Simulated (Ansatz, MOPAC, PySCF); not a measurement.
Isomers of C2H3N: 1 is CC#N, 2 is [C-]#[N+]C; one conformer of each (the lowest of an xTB search), B3LYP-D3(BJ)/def2-TZVP minima.
Isomer 1 (charge 0, multiplicity 1, Z-matrix in Å and degrees):
```
C
H 1 1.0902
H 1 1.0902 2 108.78
H 1 1.0902 2 108.78 3 -118.36
C 1 1.4544 2 110.15 3 120.82
N 5 1.1493 4 150.78 1 180.00
```
Isomer 2 (charge 0, multiplicity 1):
```
atom    x (Å)    y (Å)    z (Å)
----  -------  -------  -------
C      2.0999  -0.0311   0.0181
N      0.9356  -0.0139   0.0080
C     -0.4822   0.0071  -0.0041
H     -0.8531  -0.5974  -0.8314
H     -0.8653  -0.3959   0.9330
H     -0.8350   1.0312  -0.1236
```

No zero-point or thermal terms.

Correlated levels freeze the cores. CBS: X⁻³ extrapolation of the correlation energy, Hartree–Fock from the larger set. Rows in 3-21G, 6-31G* carry no dispersion term and start afresh at each structure (6-31G* with six Cartesian d functions). The state reached by PM3 isn't checked.

Programs: Ansatz (a quantum-chemistry and plane-wave program); MOPAC for PM3 (differences of heats of formation); PySCF for 3-21G rows, 6-31G* rows, the dispersion terms. Values without a source in brackets are computed.

```csv
level,electronic energy of isomer 2 less that of isomer 1 (eV)
PM3,1.374
PBE/def2-TZVPP,1.083
PBE-D4/def2-TZVPP,1.078
BLYP/def2-TZVPP,1.044
BP86/6-31G*,1.079
B3LYP/3-21G,(withheld)
CAM-B3LYP-D3(BJ)/def2-TZVPP,(withheld)
CCSD/cc-pVTZ,1.036
"CCSD(T)/CBS(cc-pVTZ, cc-pVQZ)",1.052
```

Problem. What belongs in the gaps?

Solution. 
- B3LYP/3-21G, electronic energy of isomer 2 less that of isomer 1 (eV): 1.155
- CAM-B3LYP-D3(BJ)/def2-TZVPP, electronic energy of isomer 2 less that of isomer 1 (eV): 0.993
